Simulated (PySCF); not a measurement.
**Worked example: dipole moment from atomic charges**

3,3,3-trifluoroprop-1-yne (C3HF3), SMILES C(C(F)(F)F)#C. Atoms are numbered in the order given.

```xyz
7

C      0.0000     0.0000    -2.3375
C      0.0000     0.0000    -1.1304
C      0.0000     0.0000     0.3391
F      1.0829     0.6252     0.8217
F      0.0000    -1.2504     0.8217
F     -1.0829     0.6252     0.8217
H      0.0000     0.0000    -3.4126
```

The structure is a stationary point at B3LYP-D3(BJ)/def2-SVP.

Charges (e) from PBE/def2-TZVP (PySCF):

| atom | Mulliken | ESP fit |
|---|---|---|
| C1 | -0.023 | -0.344 |
| C2 | -0.193 | -0.020 |
| C3 | 0.384 | 0.514 |
| F4 | -0.117 | -0.154 |
| F5 | -0.117 | -0.155 |
| F6 | -0.117 | -0.154 |
| H7 | 0.183 | 0.313 |

The dipole moment of the full density is 2.13 D.

Question: What dipole moment does each set of point charges give, and which comes closer to that of the density?

Answer: 
μ = Σ q r, and 1 e Å = 4.8032 D.
Mulliken: Σ q r = (0.000, 0.000, -0.511) e Å, |μ| = 2.45 D.
ESP fit: Σ q r = (0.000, 0.001, -0.448) e Å, |μ| = 2.15 D.
ESP fit comes closer in size. Point charges leave out the atoms' own dipoles (lone pairs, polarised bonds); fits to the potential absorb them, partitions of the density don't.
